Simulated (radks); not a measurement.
Values are calculated unless marked as measured or tabulated.
Q: Valence configurations of Eu II (all share [Xe]). Code: a radial shooting solver on a logarithmic mesh with Libxc functionals. Model: Dirac Kohn-Sham, LDA (Slater exchange, Perdew-Wang correlation), spin-unpolarised, spherical densities, point nucleus; open shells fill j = l - 1/2 first. Order these by energy: 4f6 5d2; 4f7 5d1; 4f6 5d1 6s1; 4f7 6p1; 4f6 6s2; 4f7 6s1; 4f7.5 6s0.5; 4f8; 4f6 6s1 6p1; 4f5 5d1 6s1 6p1.

A: From the lowest, in eV above it: 4f7 6s1 0.000; 4f7.5 6s0.5 0.656; 4f7 5d1 1.477; 4f8 2.324; 4f6 6s2 3.025; 4f7 6p1 3.059; 4f6 5d1 6s1 3.281; 4f6 5d2 4.115; 4f6 6s1 6p1 6.563; 4f5 5d1 6s1 6p1 16.434. NIST lists [Xe] 4f7 6s1 as the ground configuration; this level of theory agrees among the configurations tried. The energies are those of spherical spin-averaged densities, not of single terms.
